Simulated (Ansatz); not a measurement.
`C[SiH2][SiH](N)Cl` → `CN[SiH]([SiH3])Cl`  (isomerisation)

Gas-phase electronic energies from Ansatz, PBE0-D4/def2-TZVP geometries. CBS: MP2 limit from def2 TZ/QZ plus the TZ coupled-cluster correction, frozen cores. Functionals use def2-TZVPP. HSE06 is defined as in plane-wave codes. Each species was taken in one conformer, which may not be the lowest.

`C[SiH2][SiH](N)Cl`:

```xyz
13

C     1.337    1.205   -1.421
Si   -0.330    0.574   -0.846
Si   -0.098   -1.015    0.853
N    -1.600   -1.270    1.622
Cl    1.402   -0.282    2.112
H     1.895    1.619   -0.579
H     1.929    0.395   -1.854
H     1.219    1.983   -2.178
H    -1.095   -0.025   -1.977
H    -1.152    1.689   -0.290
H     0.401   -2.345    0.425
H    -2.180   -0.487    1.878
H    -1.728   -2.043    2.255
```

`CN[SiH]([SiH3])Cl`:

Z-matrix (Å, degrees):
```
C
N 1 1.449
H 1 1.093 2 110.9
H 1 1.096 2 113.0 3 122.0
H 1 1.093 2 109.7 3 -118.3
Si 2 1.702 1 124.8 3 147.7
H 2 1.009 1 113.4 3 -57.2
Cl 6 2.087 2 114.1 1 68.3
Si 6 2.339 2 111.5 1 -50.4
H 6 1.483 2 106.5 1 -175.4
H 9 1.488 6 110.7 2 -58.6
H 9 1.488 6 110.3 2 61.8
H 9 1.486 6 109.1 2 -178.8
```

**Question.** Is it downhill or uphill in electronic energy at CCSD(T)/CBS, and by how much? (Estimate.)

**Answer.** Ansatz gave: Uphill: ΔE = +19.0 kcal/mol.

**Question.** What do these levels give: HSE06-D4, ωB97X-V, PBE, PBE0, r2SCANh, HSE06, HF/def2-TZVPP, SCS-MP2/def2-TZVPP, CCSD/def2-TZVPP, CCSD(T)/def2-TZVPP, MP2/def2-QZVPP, SCS-MP2/def2-QZVPP? (An estimate is asked.)

**Answer.** Ansatz gave: HSE06-D4 18.7, ωB97X-V 18.0, PBE 18.6, PBE0 18.8, r2SCANh 19.6, HSE06 18.8, HF/def2-TZVPP 17.3, SCS-MP2/def2-TZVPP 18.2, CCSD/def2-TZVPP 18.2, CCSD(T)/def2-TZVPP 18.3, MP2/def2-QZVPP 19.8, SCS-MP2/def2-QZVPP 18.7 kcal/mol.

Largest T1 diagnostic among the species: 0.011.

In def2-TZVPP, CCSD(T) changes the Hartree–Fock value by +1.1 kcal/mol (the triples alone add +0.1 kcal/mol) and MP2 by +2.2 kcal/mol. Leaving LDA and LC-ωPBE aside and taking each functional with its dispersion term where it has one, the values, not all of them listed here, spread over 2.0 kcal/mol, from BLYP-D4 to B97M-V. LDA lies −0.7 kcal/mol from PBE without D4. At CCSD(T), def2-SVP lies −4.9 kcal/mol from the extrapolated value and def2-TZVPP −0.7 kcal/mol.
